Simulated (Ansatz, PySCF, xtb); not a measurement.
Breaking a bond: OH (anion, charge -1), singlet. Each curve is given relative to its own lowest point near equilibrium.

```csv
R / Å,A,B,C
0.77,36.4,38.0,36.0
0.81,20.8,22.0,20.6
0.87,6.8,7.6,7.0
0.91,2.1,2.6,2.4
0.94,0.5,0.7,0.6
0.97,0.0,0.0,0.0
1.00,0.5,0.3,0.3
1.03,1.9,1.4,1.3
1.07,4.6,3.9,3.6
1.13,10.1,9.1,8.5
1.20,17.9,16.6,15.7
1.31,31.2,29.8,28.9
1.45,47.5,46.7,46.5
1.58,60.8,61.1,62.2
1.73,73.2,75.7,78.5
1.94,85.4,92.3,97.6
2.13,91.2,103.8,110.9
2.38,91.0,115.0,123.5
2.58,82.8,121.4,130.4
2.88,49.7,127.9,—
3.37,—,133.5,—
3.84,—,135.6,—
```

Energies in kcal/mol.

Problem. Assign the columns to these levels of theory: GFN1-xTB (xtb 6.7.1); CCSD(T) on RHF/aug-cc-pVTZ, 1 core orbital frozen (PySCF); restricted PBE/aug-cc-pVTZ run with Ansatz (a first-principles code).

Solution. A is RCCSD(T); B is RKS-PBE; C is GFN1-xTB.

A dash means that the run gave no value there, or that the column was ended at a point which the program doubted or which failed a test of continuity chosen for this set; such a test can also cut sound points.

Where the anion isn't bound against loss of the electron, the finite basis alone holds it. The restricted form behind RKS-PBE keeps the bonding electrons paired and can't separate into open-shell fragments. The T1 diagnostic of CCSD on the restricted reference of RCCSD(T) exceeds 0.045 at 1.58 to 3.84 Å.
